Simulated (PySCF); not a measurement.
## Fractional electron number in B²⁺ (boron, charge +2)

The 2s alpha orbital of [He] 2s1 is emptied in steps (occupation f), with all orbitals relaxed, ending at 1s2. All numbers are calculated (PySCF 2.14, scalar relativity by spin-free X2C-1e, in jorge-DZP-DKH (4s2p1d, 15 functions)). The exact energy is a straight line in f; departures are measured from the line between the end points of the same method.

Problem. Among UHF, LDA, PBE, PBE0, LC-wPBE, BHandHLYP, BLYP, which shows the largest delocalisation error (convex curve), and which is closest to linear?

Solution. Most convex: BLYP (-1.433 eV at f = 0.5); closest to linear: UHF (0.001 eV).

```
  f  UHF (eV)  LDA (eV)  PBE (eV)  PBE0 (eV)  LC-wPBE (eV)  BHandHLYP (eV)  BLYP (eV)
  1     0.000     0.000     0.000      0.000         0.000           0.000      0.000
0.9     0.000    -0.493    -0.502     -0.372        -0.103          -0.273     -0.528
0.7     0.001    -1.123    -1.152     -0.851        -0.227          -0.635     -1.220
0.5     0.001    -1.290    -1.343     -0.989        -0.252          -0.754     -1.433
0.3     0.001    -1.021    -1.094     -0.804        -0.197          -0.636     -1.183
0.1     0.000    -0.382    -0.442     -0.323        -0.079          -0.287     -0.502
  0     0.000     0.000     0.000      0.000         0.000           0.000      0.000
```

```json
{"method": "UHF", "E(f=0) − E(f=1) (eV)": "37.805", "−ε at f=1 (eV)": "37.809", "−ε at f=0.5 (eV)": "37.805"}
{"method": "LDA", "E(f=0) − E(f=1) (eV)": "37.873", "−ε at f=1 (eV)": "32.349", "−ε at f=0.5 (eV)": "38.161"}
{"method": "PBE", "E(f=0) − E(f=1) (eV)": "38.261", "−ε at f=1 (eV)": "32.647", "−ε at f=0.5 (eV)": "38.430"}
{"method": "PBE0", "E(f=0) − E(f=1) (eV)": "38.207", "−ε at f=1 (eV)": "34.044", "−ε at f=0.5 (eV)": "38.346"}
{"method": "LC-wPBE", "E(f=0) − E(f=1) (eV)": "38.346", "−ε at f=1 (eV)": "37.176", "−ε at f=0.5 (eV)": "38.439"}
{"method": "BHandHLYP", "E(f=0) − E(f=1) (eV)": "38.336", "−ε at f=1 (eV)": "35.291", "−ε at f=0.5 (eV)": "38.341"}
{"method": "BLYP", "E(f=0) − E(f=1) (eV)": "38.406", "−ε at f=1 (eV)": "32.512", "−ε at f=0.5 (eV)": "38.517"}
```

As f goes to zero the orbital energy of a semilocal functional can turn back, because the density of that orbital vanishes from the exchange-correlation potential.

Reference removal energy between the ground levels: 37.931 eV (measured; NIST Atomic Spectra Database, ionization energies). UHF lacks correlation.
